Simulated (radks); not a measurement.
Question: These are the eigenvalues of the occupied orbitals of an atom or ion with whole-number occupations (eV). Calculated with a radial shooting solver on a logarithmic mesh with Libxc functionals: non-relativistic Kohn-Sham, TPSS, spin-polarised, spherical densities, point nucleus; meta-GGA in the generalised Kohn-Sham scheme.

1s up: -43371.98
1s down: -43371.95
2s up: -8609.248
2s down: -8600.222
2p up: -8288.983
2p down: -8282.235
3s up: -3236.564
3s down: -3227.542
3p up: -3110.053
3p down: -3099.866
3d up: -2903.452

Which element is it, and in what charge state? The configuration may be excited. Open shells, if any, are filled with parallel spins first.

Answer: Z = 60, neodymium, charge +40: Nd40+ in [Ar] 3d2. The list shows which subshells hold electrons but not how many an open one holds; the 1s level, -1593.9 hartree, gives Z - s = 56.5 by -(Z - s)^2/2, which with screening narrows Z to a few neighbours, and the depths of the outer levels then fix element, charge and occupations together.
